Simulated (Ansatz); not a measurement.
Start from `O[SiH2]O[SiH](Cl)Cl` and change one atom or group to get `O[SiH](Cl)Cl`.

Ansatz, PBE0-D4/def2-TZVP geometries, multiplicity 1. Each molecule was computed in one conformer, which needn't be the lowest.

| property | `O[SiH2]O[SiH](Cl)Cl` |
| --- | --- |
| HOMO–LUMO gap (ωB97M-V/def2-TZVPP) / eV | 13.36 |
| LUMO energy (B3LYP/def2-TZVPP) / eV | 0.05 |
| size of the dipole moment (PBE/def2-TZVPP) / D | 0.38 |
| LUMO energy (ωB97M-V/def2-TZVPP) / eV | 1.97 |
| HOMO energy (PBE/def2-TZVPP) / eV | -7.63 |
| HOMO energy (PBE0/def2-TZVPP) / eV | -9.10 |

(1) Give the same properties after the change, and the shifts. (Best estimate.)

Results:

(1) Ansatz gave: 
| property | `O[SiH](Cl)Cl` | shift |
| --- | --- | --- |
| HOMO–LUMO gap (ωB97M-V/def2-TZVPP) / eV | 13.46 | 0.10 |
| LUMO energy (B3LYP/def2-TZVPP) / eV | 0.05 | 0.00 |
| size of the dipole moment (PBE/def2-TZVPP) / D | 1.08 | 0.70 |
| LUMO energy (ωB97M-V/def2-TZVPP) / eV | 1.98 | 0.01 |
| HOMO energy (PBE/def2-TZVPP) / eV | -7.73 | -0.10 |
| HOMO energy (PBE0/def2-TZVPP) / eV | -9.21 | -0.11 |

With PBE0 the HOMO falls by 0.11 eV and the LUMO rises by 0.05 eV, so the gap widens by about 0.16 eV. PBE moves the HOMO by -0.10 eV and ωB97M-V by -0.08 eV. Dipoles are sizes alone; their direction can turn.

B3LYP here is the variant with VWN-RPA as its local correlation; programs differ in this.
